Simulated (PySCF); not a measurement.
**C₆ coefficients of unlike pairs at PBE0**

Calculated with PySCF 2.14 from the dipole response of each species, C₆(A,B) = (3/π) ∫ α_A(iu) α_B(iu) du, in atomic units, from isotropic polarisabilities. For ions this is the dispersion term alone; charge-induced terms of lower order in 1/R come first.

| species | configuration | basis | relativity | α (bohr³) | C₆ (like pair) |
| --- | --- | --- | --- | --- | --- |
| S²⁺ | [Ne] 3s2 3p2 (3P) | def2-QZVPPD (10s7p5d2f1g) | none | 7.324 | 26.54 |
| Cu⁺ | [Ar] 3d10 (1S) | aug-cc-pVTZ-DK (8s7p5d3f2g) | spin-free X2C | 6.397 | 19.79 |
| F³⁺ | [He] 2s2 2p2 (3P) | dyall-acv3z (15s9p4d2f) | spin-free X2C | 0.9406 | 0.8465 |
| N | [He] 2s2 2p3 (4S) | dyall-acv3z (15s9p4d2f) | none | 7.631 | 25.86 |

Question: Estimate C₆ for Cu⁺ with S²⁺.

Answer: The integral gives 22.40. The combination rule 2 C_A C_B / (C_A α_B/α_A + C_B α_A/α_B) gives 22.91 and the geometric mean 22.91.

No spin-orbit coupling is included.

The other pairs:

```tsv
pair	C₆
F³⁺, Cu⁺	4.009
N, F³⁺	4.357
N, Cu⁺	22.13
N, S²⁺	26.17
F³⁺, S²⁺	4.432
```
